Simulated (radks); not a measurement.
Excited configurations of La X: one electron is placed in a higher orbital outside [Kr] 4d10 5s1. The ground configuration is [Kr] 4d10 5s2. Calculated with a radial shooting solver on a logarithmic mesh with Libxc functionals: scalar-relativistic Kohn-Sham, PBEsol, spin-polarised, spherical densities, finite nucleus; open shells are filled with parallel spins first (spin-orbit coupling, left out, can overturn this in heavy ions); Fermi nuclear charge, rms radius 4.855 fm. Excitation = E - E(ground); binding = E(ion) - E, where the ion is the core of charge +10; n* = 10/sqrt(2 binding) in atomic units. These energies are relativistic, and a one-electron ion of charge +10 with no core already has n* below n in this formula (scalar-relativistic equation, point nucleus: 4f 4.000, 5p 4.999, 5d 4.999, 5f 5.000, 6s 5.998, 6p 5.999, 6d 5.999, 6f 6.000, 7s 6.998, 7p 6.999, 7d 6.999, 7f 7.000). The quantum defect is therefore taken as that value minus n*, so that it holds no relativistic shift of the bare ion.

| outer orbital | excitation (eV) | binding (eV) | n* | quantum defect | eigenvalue (eV) | <r> (bohr) |
|---|---|---|---|---|---|---|
| 4f | 25.401 | 127.70 | 3.264 | 0.736 | -116.28 | 0.9472 |
| 5p | 18.985 | 134.12 | 3.185 | 1.814 | -127.20 | 1.511 |
| 5d | 48.961 | 104.14 | 3.615 | 1.385 | -98.300 | 1.748 |
| 5f | 79.765 | 73.336 | 4.307 | 0.692 | -68.865 | 2.187 |
| 6s | 68.024 | 85.077 | 3.999 | 1.999 | -81.443 | 2.456 |
| 6p | 76.824 | 76.277 | 4.223 | 1.775 | -72.923 | 2.650 |
| 6d | 89.996 | 63.105 | 4.643 | 1.356 | -60.157 | 3.024 |
| 6f | 104.35 | 48.749 | 5.283 | 0.717 | -46.256 | 3.637 |
| 7s | 98.520 | 54.581 | 4.993 | 2.005 | -52.243 | 3.806 |
| 7p | 103.17 | 49.931 | 5.220 | 1.778 | -47.743 | 4.069 |
| 7d | 110.34 | 42.761 | 5.641 | 1.358 | -40.840 | 4.569 |
| 7f | 118.43 | 34.671 | 6.264 | 0.735 | -33.081 | 5.361 |

The Delta-SCF ionisation energy is 153.10 eV (NIST Atomic Spectra Database: 151 eV, semi-empirical). Self-interaction in the functional shifts the binding energies and quantum defects, so they are the method's values and not measured ones.
